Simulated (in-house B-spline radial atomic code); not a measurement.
## Response and correlation of Gd⁵⁴⁺

Closed shell [He] 2s2 2p6. Computed with an all-electron radial atomic-structure program (B-spline basis): Dirac-Hartree-Fock, relativistic RPA (time-dependent Dirac-Hartree-Fock) for the response and second-order many-body perturbation theory for correlation, no-pair Dirac-Coulomb Hamiltonian, finite nucleus.

Command:
```bash
python run_mb.py task.json out
```
Settings (nuclear radius in fm, box in bohr, cutoff in hartree):
```
basis_form          2
Z                   64
core_configuration  [He] 2s2 2p6
rms_radius          5.1569
mass_number         158
speed_of_light      137.036
box_radius          1.824
lmax                7
intervals           55
virtual_cutoff      102400.0
```

Time taken, with all properties: 0.7 s on 1 thread of Arm Neoverse V1, with other jobs on the host.

| multipole (bohr³, bohr⁵, bohr⁷) | uncoupled | coupled RPA |
| --- | --- | --- |
| dipole | 8.6577e-05 | 8.6898e-05 |
| quadrupole | 1.0597e-06 | 1.0807e-06 |
| octupole | 2.0129e-08 | ? |

What is the coupled octupole polarisability?

2.0524e-08 atomic units, +2 % against the uncoupled value.

Which subshells carry the dipole polarisability?

2p3/2 62.9 %, 2p1/2 23.7 %, 2s1/2 13.3 %.

What does the dipole shielding factor come to?

The dipole shielding factor is 0.156, against the exact N/Z = 10/64 = 0.156 of the non-relativistic theorem.

Dipole polarisability at imaginary frequency:

```
u (Eh)  α(iu) (bohr³)
     0       8.69e-05
  20.4      8.641e-05
  61.2       8.27e-05
   122      7.246e-05
   204       5.63e-05
   408      2.859e-05
   816       1.02e-05
  2040      1.993e-06
```

What dispersion coefficients follow for two such ions (the dispersion part alone)?

C6 = (3/π)∫α(iu)²du = 1.599e-06 hartree·bohr⁶ and C8 = 1.052e-07 hartree·bohr⁸.

Lowest J = 1 odd-parity excitations:

```
energy (eV)  oscillator strength  leading channel  weight
     6120.2                0.139     2p3/2 → s1/2     1.0
     6567.8                0.025     2p3/2 → d3/2    0.95
     6652.5                 2.32     2p3/2 → d5/2   0.947
     6840.7               0.0211     2p1/2 → s1/2   0.998
     7313.2                 1.41     2p1/2 → d3/2   0.923
     7355.1               0.0236     2s1/2 → p1/2   0.924
     7551.6                0.305     2s1/2 → p3/2   0.998
     8468.6               0.0247     2p3/2 → s1/2     1.0
```

Second-order correlation energy by the highest angular momentum of the excited pair (hartree): s -0.02251, p -0.1449, d -0.1875, f -0.05007, g -0.01912, h -0.00713, i -0.003237, k -0.00167.

What is the second-order correlation energy at the partial-wave limit?

The listed waves sum to -0.43613 hartree; extrapolating the increments as (l + 1/2)⁻⁴ gives -0.43955 hartree, -1.2 eV per electron.
